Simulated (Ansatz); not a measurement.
Cl3IZr (`[Cl][Zr]([Cl])([Cl])[I]`) from Hartree–Fock to CCSD(T)

Z-matrix (Å, degrees):
```
Zr
Cl 1 2.313
Cl 1 2.313 2 109.5
I 1 2.684 2 109.4 3 119.9
Cl 1 2.313 2 109.5 3 -120.1
```

Total charge 0; spin multiplicity 1. Correlated methods include outer-core shells of I, Zr, which these sets cover unevenly. Zr, I: def2 effective core potential. The structure was optimised at the PBE0-D4/def2-TZVP level. Frozen core, restricted reference, Ansatz.

| basis | HF (Eh) | MP2 corr. |
| --- | --- | --- |
| def2-SVP | -1721.56968 | -0.75834 |
| def2-TZVPP | -1722.06266 | -1.40713 |
| def2-QZVPP | -1722.10638 | -1.68698 |

Question: Estimate the CCSD correlation energy and the (T) correction in each basis where they were run (hartree).

Answer: 
| basis | CCSD corr. | (T) |
| --- | --- | --- |
| def2-SVP | -0.78690 | -0.02779 |
| def2-TZVPP | -1.40783 | -0.05870 |
